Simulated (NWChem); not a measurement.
## Total energies of Br

SMILES: [Br]
```xyz
1

Br     0.0000     0.0000     0.0000
```
Charge 0, spin multiplicity 2.

The numbers come from NWChem runs, not from measurements.

Basis set: def2-SVP (32 functions).

| method | total energy (Ha) |
|---|---|
| UHF | -2572.08220 |
| UMP2 | -2572.28884 |
| UB2PLYP | -2573.40211 |
| UPBE | -2573.40726 |
| UB3LYP | -2573.82654 |
| UBP86 | -2574.06821 |

Total energies of different functionals aren't comparable as a measure of quality: only differences taken within one method are. 

The Hamiltonian is non-relativistic. The correlated methods keep 9 core orbitals frozen. B3LYP has NWChem's definition, with VWN1-RPA local correlation. No SCF solution was tested for a lower state. Open-shell Hartree-Fock references start from PBE0 orbitals.
